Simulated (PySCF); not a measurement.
## Cr (chromium, neutral) across methods

[Ar] 3d4 4s1 4p1, one real determinant (an excited configuration). All numbers are calculated (PySCF 2.14, no relativity, point nucleus, in aug-cc-pVTZ (8s7p5d3f2g, 93 functions)).

```
 method  E (hartree)  mean ε 3d α (eV)  mean ε 4s α (eV)  mean ε 4p α (eV)  Σ⟨r²⟩ (bohr²)    ⟨S²⟩
LC-wPBE    -1044.134           -13.274            -9.430            -5.260          47.54  12.000
    UHF  -1043.28208           -16.525            -9.141            -5.107          48.95  12.001
    LDA    -1042.047            -8.735            -6.367            -2.620          48.36  12.000
 r2SCAN    -1044.298            -8.961            -6.437            -2.707          47.89  12.001
 revPBE    -1044.214            -8.553            -6.146            -2.590          48.78  12.000
    PBE    -1044.076            -8.597            -6.195            -2.596          48.76  12.000
```

**Question.** Estimate the same row for PBE0.

**Answer.** E (hartree) = -1044.116; mean ε 3d α (eV) = -10.679; mean ε 4s α (eV) = -7.011; mean ε 4p α (eV) = -3.269; Σ⟨r²⟩ (bohr²) = 48.45; ⟨S²⟩ = 12.000.

⟨L²⟩ = 7.91 against 12 for a pure F term, so this real determinant mixes terms.
